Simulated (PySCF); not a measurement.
Isomers of C6H10F2OSi, mass 164.047 u with the commonest isotopes. Theory: PBE0/pcSseg-1 in PySCF (dipole) on a GFN2-xTB geometry, gas phase. One conformer each, none proved a minimum here; rigid rotors.

Question: Order these by rotational constant B, smallest first.
A. `[CH2:1]=[CH:2][CH2:3]/[C:4](=[CH:5]/[O:6][SiH3:7])[CH:8]([F:9])[F:10]` with C1–C2–C3–C4 118°, C2–C3–C4–C5 -15°, C4–C5–O6–Si7 179°, C3–C4–C8–F9 -60°
B. `[O:1]=[CH:2][C@@H:3]1[CH2:4][SiH2:5][C@@H:6]([CH:7]([F:8])[F:9])[CH2:10]1` with O1–C2–C3–C4 30°, Si5–C6–C7–F8 -59°, C2–C3–C4–Si5 -70°, C3–C4–Si5–C6 -22°, C4–Si5–C6–C7 -127°, Si5–C6–C10–C3 32°
C. `[CH3:1][SiH:2]([CH3:3])/[CH:4]=[CH:5]\[C:6](=[O:7])[CH:8]([F:9])[F:10]` with C1–Si2–C4–C5 -173°, C4–C5–C6–O7 -1°, C5–C6–C8–F9 60°
D. `[CH3:1][O:2][C:3]1=[CH:4][C@@H:5]([CH:6]([F:7])[F:8])[SiH2:9][CH2:10]1` with C1–O2–C3–C4 0°, C4–C5–C6–F7 -69°
E. `[CH2:1]=[CH:2][C@:3]([CH:4]=[O:5])([CH2:6][SiH3:7])[CH:8]([F:9])[F:10]` with C1–C2–C3–C4 46°, C2–C3–C4–O5 -103°, C2–C3–C6–Si7 -179°, C2–C3–C8–F9 -168°
F. `[F:1][CH:2]([F:3])[CH2:4][SiH2:5][O:6][C@:7]12[CH2:8][C@H:9]1[CH2:10]2` with F1–C2–C4–Si5 -55°, C2–C4–Si5–O6 -171°, C4–Si5–O6–C7 179°, Si5–O6–C7–C8 43°
G. `[CH2:1]=[C:2]([CH3:3])[C@:4]1([O:5][CH:6]([F:7])[F:8])[CH2:9][SiH2:10]1` with C1–C2–C4–O5 161°, C2–C4–O5–C6 -78°, C4–O5–C6–F7 -108°

Answer: F (416.4 MHz), C (523.9 MHz), A (720.1 MHz), D (737.7 MHz), B (791.0 MHz), G (914.3 MHz), E (1018 MHz).

Question: Order these by dipole moment, largest first.
A. `[O:1]=[CH:2][C@@H:3]1[CH2:4][SiH2:5][C@@H:6]([CH:7]([F:8])[F:9])[CH2:10]1` with O1–C2–C3–C4 30°, Si5–C6–C7–F8 -59°, C2–C3–C4–Si5 -70°, C3–C4–Si5–C6 -22°, C4–Si5–C6–C7 -127°, Si5–C6–C10–C3 32°
B. `[CH3:1][O:2][C:3]1=[CH:4][C@@H:5]([CH:6]([F:7])[F:8])[SiH2:9][CH2:10]1` with C1–O2–C3–C4 0°, C4–C5–C6–F7 -69°
C. `[CH2:1]=[CH:2][CH2:3]/[C:4](=[CH:5]/[O:6][SiH3:7])[CH:8]([F:9])[F:10]` with C1–C2–C3–C4 118°, C2–C3–C4–C5 -15°, C4–C5–O6–Si7 179°, C3–C4–C8–F9 -60°
D. `[CH2:1]=[C:2]([CH3:3])[C@:4]1([O:5][CH:6]([F:7])[F:8])[CH2:9][SiH2:10]1` with C1–C2–C4–O5 161°, C2–C4–O5–C6 -78°, C4–O5–C6–F7 -108°
E. `[CH3:1][SiH:2]([CH3:3])/[CH:4]=[CH:5]\[C:6](=[O:7])[CH:8]([F:9])[F:10]` with C1–Si2–C4–C5 -173°, C4–C5–C6–O7 -1°, C5–C6–C8–F9 60°
F. `[F:1][CH:2]([F:3])[CH2:4][SiH2:5][O:6][C@:7]12[CH2:8][C@H:9]1[CH2:10]2` with F1–C2–C4–Si5 -55°, C2–C4–Si5–O6 -171°, C4–Si5–O6–C7 179°, Si5–O6–C7–C8 43°

Answer: A (4.00 D), C (3.52 D), D (3.05 D), B (2.50 D), F (2.14 D), E (1.14 D).

Question: Order these by out-of-plane moment Σ m c² = (Ia + Ib − Ic)/2, largest first.
A. `[CH3:1][O:2][C:3]1=[CH:4][C@@H:5]([CH:6]([F:7])[F:8])[SiH2:9][CH2:10]1` with C1–O2–C3–C4 0°, C4–C5–C6–F7 -69°
B. `[CH3:1][SiH:2]([CH3:3])/[CH:4]=[CH:5]\[C:6](=[O:7])[CH:8]([F:9])[F:10]` with C1–Si2–C4–C5 -173°, C4–C5–C6–O7 -1°, C5–C6–C8–F9 60°
C. `[CH2:1]=[C:2]([CH3:3])[C@:4]1([O:5][CH:6]([F:7])[F:8])[CH2:9][SiH2:10]1` with C1–C2–C4–O5 161°, C2–C4–O5–C6 -78°, C4–O5–C6–F7 -108°
D. `[O:1]=[CH:2][C@@H:3]1[CH2:4][SiH2:5][C@@H:6]([CH:7]([F:8])[F:9])[CH2:10]1` with O1–C2–C3–C4 30°, Si5–C6–C7–F8 -59°, C2–C3–C4–Si5 -70°, C3–C4–Si5–C6 -22°, C4–Si5–C6–C7 -127°, Si5–C6–C10–C3 32°
E. `[F:1][CH:2]([F:3])[CH2:4][SiH2:5][O:6][C@:7]12[CH2:8][C@H:9]1[CH2:10]2` with F1–C2–C4–Si5 -55°, C2–C4–Si5–O6 -171°, C4–Si5–O6–C7 179°, Si5–O6–C7–C8 43°
F. `[CH2:1]=[CH:2][CH2:3]/[C:4](=[CH:5]/[O:6][SiH3:7])[CH:8]([F:9])[F:10]` with C1–C2–C3–C4 118°, C2–C3–C4–C5 -15°, C4–C5–O6–Si7 179°, C3–C4–C8–F9 -60°
G. `[CH2:1]=[CH:2][C@:3]([CH:4]=[O:5])([CH2:6][SiH3:7])[CH:8]([F:9])[F:10]` with C1–C2–C3–C4 46°, C2–C3–C4–O5 -103°, C2–C3–C6–Si7 -179°, C2–C3–C8–F9 -168°

Answer: G (114.62 u·Å²), D (91.90 u·Å²), C (73.55 u·Å²), B (66.77 u·Å²), F (56.39 u·Å²), E (30.11 u·Å²), A (21.34 u·Å²).

```json
{"SMILES": "C=C(C)[C@]1(OC(F)F)C[SiH2]1", "point group": "C1", "Ia (u·Å²)": "348.11", "Ib (u·Å²)": "552.75", "Ic (u·Å²)": "753.76", "κ": "-0.38", "μa (D)": "2.97", "μb (D)": "0.03", "μc (D)": "0.72"}
{"SMILES": "C=CC/C(=C/O[SiH3])C(F)F", "point group": "C1", "Ia (u·Å²)": "464.46", "Ib (u·Å²)": "701.78", "Ic (u·Å²)": "1053.45", "κ": "-0.21", "μa (D)": "2.52", "μb (D)": "2.47", "μc (D)": "0.04"}
{"SMILES": "O=C[C@@H]1C[SiH2][C@@H](C(F)F)C1", "point group": "C1", "Ia (u·Å²)": "263.68", "Ib (u·Å²)": "638.90", "Ic (u·Å²)": "718.79", "κ": "-0.86", "μa (D)": "2.55", "μb (D)": "1.63", "μc (D)": "2.62"}
{"SMILES": "COC1=C[C@@H](C(F)F)[SiH2]C1", "point group": "C1", "Ia (u·Å²)": "296.27", "Ib (u·Å²)": "685.07", "Ic (u·Å²)": "938.66", "κ": "-0.66", "μa (D)": "2.48", "μb (D)": "0.25", "μc (D)": "0.15"}
{"SMILES": "C[SiH](C)/C=C\\C(=O)C(F)F", "point group": "C1", "Ia (u·Å²)": "196.23", "Ib (u·Å²)": "964.68", "Ic (u·Å²)": "1027.38", "κ": "-0.97", "μa (D)": "0.72", "μb (D)": "0.46", "μc (D)": "0.75"}
{"SMILES": "C=C[C@](C=O)(C[SiH3])C(F)F", "point group": "C1", "Ia (u·Å²)": "390.39", "Ib (u·Å²)": "496.65", "Ic (u·Å²)": "657.80", "κ": "-0.05", "μa (D)": "1.49", "μb (D)": "0.02", "μc (D)": "2.64"}
{"SMILES": "FC(F)C[SiH2]O[C@]12C[C@H]1C2", "point group": "C1", "Ia (u·Å²)": "127.71", "Ib (u·Å²)": "1213.64", "Ic (u·Å²)": "1281.12", "κ": "-0.99", "μa (D)": "1.67", "μb (D)": "0.28", "μc (D)": "1.30"}
```
